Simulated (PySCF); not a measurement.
# What a mistake does to a calculation on AlBH6NSi

These are calculations, not measurements. The program is PySCF 2.14.0, an open-source quantum chemistry code, run on an isolated molecule that a program drew, which may never have been made. The molecule is AlBH6NSi (charge 0, doublet), drawn as the SMILES string `N[B]([AlH2])[SiH2]`.

Each row is a Hartree-Fock (HF) and frozen-core CCSD(T) single point in the cc-pV(D+d)Z basis, meant for a local HF minimum. Run 1 is clean. Each other run has one planted mistake out of seven kinds, and not every kind appears here: one electron removed, one electron added, multiplicity raised by two, geometry at a saddle point, minimal basis STO-3G, one bond length entered in bohr, all coordinates scaled. The reference is restricted for singlets and unrestricted otherwise, and also for a bond in bohr. Adding or removing an electron swaps singlet and doublet. Electrons count all cores. HOMO and LUMO are orbital energies over both spins, the gradient is its largest component, and the lowest frequency (negative if imaginary) is given only where the gradient is small. Bond lengths are over the 9 bonds as drawn. T1 is the CCSD diagnostic: over 0.02 (restricted) or 0.045 (unrestricted) a single reference is doubtful.

Geometry of the clean run:
```xyz
10
AlBH6NSi, angstrom
N    -0.1287   -0.5657   -0.6031
B     0.1093    0.3101    0.4590
Al   -1.1356    0.1720    2.2332
Si    1.6584    1.6135    0.3160
H    -0.8540   -1.2545   -0.5959
H     0.3949   -0.5691   -1.4564
H    -2.3902   -0.8124    2.2454
H    -0.8697    1.0085    3.5565
H     1.5512    2.8628    1.1093
H     2.1750    1.9400   -1.0427
```

```
run,electrons,basis functions,<S^2>,HOMO (eV),LUMO (eV),gradient (hartree/bohr),lowest frequency (cm^-1),mean bond (Å),longest bond (Å),T1,HF (hartree),CCSD(T) (hartree),mistake
1,45,104,0.767,-8.08,0.62,2.3e-05,83,1.5284,2.172,0.0177,-613.45791,-613.93516,no fault
2,44,104,0.000,-14.29,-6.25,4.0e-02,-,1.5284,2.172,0.0231,-613.19424,-613.66452,one electron removed
3,45,104,3.767,-5.87,-0.73,2.9e-02,-,1.5284,2.172,0.0216,-613.35640,-613.82264,multiplicity raised by two
4,45,104,0.770,-7.53,0.64,3.7e-05,-400,1.5233,2.168,0.0170,-613.45543,-613.93482,geometry at a saddle point
5,46,104,0.000,-0.66,4.90,3.6e-02,-,1.5284,2.172,0.0312,-613.44411,-613.96186,one electron added
6,45,104,1.537,-7.35,0.32,9.2e-03,-,1.6861,3.014,0.0564,-613.36025,-613.83133,?
```

**Which mistake was planted in run 6, and what did it cost?**

The mean bond changes by a factor of 1.103 and the longest by 1.388, so the molecule wasn't scaled as a whole. A length L in bohr read as angstrom grows by (1/0.5292 - 1) L = 0.890 L. The 9 bonds together grew by 9 x 0.1577 = 1.419 Å, which gives L = 1.595 Å. That is the length of one of the Al-H bonds, 1.595 Å in the clean geometry. So the mistake is: one bond length entered in bohr. Subtracting run 1 and multiplying by 627.51 kcal/mol a hartree, the energy moved by 61.3 kcal/mol in HF and 65.2 kcal/mol in CCSD(T).

Cautions from the logs. Run 2: T1 is over the limit, so its CCSD(T) energy is less reliable; run 5: T1 is over the limit, so its CCSD(T) energy is less reliable; run 6: T1 is over the limit, so its CCSD(T) energy is less reliable.
